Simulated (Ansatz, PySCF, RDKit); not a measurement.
Complex: H2O (SMILES O) (first 3 atoms) with SO2 (SMILES O=S=O); geometry from B3LYP-D3(BJ)/def2-TZVP, rigid monomers moved along the line of their centres of mass till O1···S5 is 2.44 Å.
(charge 0, multiplicity 1):
```xyz
6

O      0.5057    -0.0902     0.6105
H      0.6067     0.8503     0.4224
H     -0.3627    -0.3346     0.2694
O     -1.1192    -0.6656     2.9126
S      0.2331    -0.1829     3.0334
O      0.4329     1.2384     3.1610
```

Interaction energies are E(AB) − E(A) − E(B) at the monomers' geometry in the complex; basis-set methods are counterpoise corrected. Rows marked so take none. RDKit's UFF carries no charges.

Cores are frozen in the correlated methods. CBS(a, b) extrapolates the correlation energy as X⁻³ and adds the Hartree–Fock energy of set b. Rows in 6-311+G**, 6-31G*, STO-3G carry no dispersion term and start afresh at each structure (6-31G* with six Cartesian d functions). MP2/6-31G* freezes PySCF's default core.

The values were computed with Ansatz (Gaussian orbitals); PySCF for 6-311+G** rows, 6-31G* rows, STO-3G rows, the dispersion terms; RDKit for the force fields. Values without a source in brackets are computed.

```csv
level,interaction energy (kcal/mol)
UFF,20.60
HF/STO-3G (no counterpoise),-1.76
HF/6-31G* (no counterpoise),-5.09
B3LYP/6-311+G** (no counterpoise),-2.76
B3LYP-D3(BJ)/def2-TZVPPD,-3.61
PBE0-D3(BJ)/def2-TZVPPD,-4.32
MP2/6-31G* (no counterpoise),-4.31
MP2/aug-cc-pV(D+d)Z,-0.26
"MP2/CBS(aug-cc-pV(D+d)Z, aug-cc-pV(T+d)Z) + ΔCCSD(T)/aug-cc-pV(D+d)Z",___
```

Problem. Fill in the missing entries.

Solution. 
- MP2/CBS(aug-cc-pV(D+d)Z, aug-cc-pV(T+d)Z) + ΔCCSD(T)/aug-cc-pV(D+d)Z, interaction energy (kcal/mol): -2.29

Ansatz is a program for electronic structure.
